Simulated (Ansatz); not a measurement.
Harmonic frequencies (cm⁻¹) at PBE0-D4/def2-TZVP from Ansatz: 67, 104, 112, 128, 350, 356, 475, 726, 747, 1157, 1426, 1436, 3071, 3186, 3200.

Task: Which molecule is it?
A. `C#[C][Sn]([F])[F]`•
B. `F[Si](F)O[SiH3]`•
C. `[CH3][Sn]([Cl])[Cl]`•
D. `CO[C]=O`•

Result: C.
